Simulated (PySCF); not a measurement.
Au2, SMILES [Au][Au], multiplicity 1. The structure is a stationary point at PBE-D3(BJ)/def2-TZVPD. The spin state was assumed, not searched. The def2 effective core potentials stand for the cores of Au; spin–orbit coupling is left out.

Computed equilibrium geometry at PBE-D3(BJ)/def2-TZVPD (PySCF confirms it by a frequency run) as Cartesian coordinates in Å, and its point group:
point group D∞h.
```xyz
2

Au     0.0000     0.0000    -1.2657
Au     0.0000     0.0000     1.2657
```
